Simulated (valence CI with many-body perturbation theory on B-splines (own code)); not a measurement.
# Questions on Cs24+

Computed by valence CI with perturbative core correlation (CI+MBPT): three valence electrons over a frozen Dirac-Fock core [Ar] 3d10, a basis of 11 s, 11 p, 9 d, 7 f, 5 g, 2 h, 1 i functions for each j, with the one-electron correlation potential Σ1, the two-electron term Σ2, the three-electron term Σ3, Breit, model QED; selected CI, second order for the rest (own B-spline code, finite nucleus).

No measured levels were compared; by estimate levels hold to about 250 cm⁻¹ or 0.2 % of their energy and the worst to 1 %, as in measured heavy ions of charge 2 to 7; those with d or f electrons hold less well.

Levels are named by their leading jj configuration (3d3/2^4 stands for four electrons in 3d with j = 3/2), which in mixed levels can hold well under half, so a name can repeat and another be missing.

Rates and lifetimes use the calculated energies. Strong lines usually hold to 10 to 20 %, long lifetimes can be off by a factor of two.

Q: What is the ground level?

A: (4s^2 4p1/2) J=1/2, composition 99 % 4s2.4p 2P°, g = 0.663.

Q: Among levels below 265.48 eV, which E1 lines absorb most strongly from the ground level?

A: to (4s^2 4d3/2) J=3/2 at 10.82 nm, f = 0.758; to (4s 4p1/2 4p3/2) J=1/2 at 15.42 nm, f = 0.421; to (4s 4p1/2 4p3/2) J=3/2 at 16.18 nm, f = 0.320.

Q: What is the ionisation energy?

A: 791.96 eV; NIST lists 791 ± 4 eV (theoretical).

Q: How well does LS coupling describe the low levels?

A: Among the lowest 20 levels the leading LS term, summed over configurations, holds 79 % on average. For single configurations the figures are 76 % in LS and 89 % in jj coupling. Terms mix most in the J = 3/2 level at 131.30 eV, where the leading one holds 40 %.

Q: Name the longest-lived excited levels whose lifetime is computed, and their main decay.

A: (4s 4p3/2 4d5/2) J=9/2 at 176.04 eV lives 44.6 μs, mostly by M1 to (4s 4p1/2 4d5/2) J=7/2; (4s^2 4p3/2) J=3/2 at 19.22 eV lives 29.6 μs, mostly by M1 to (4s^2 4p1/2) J=1/2.
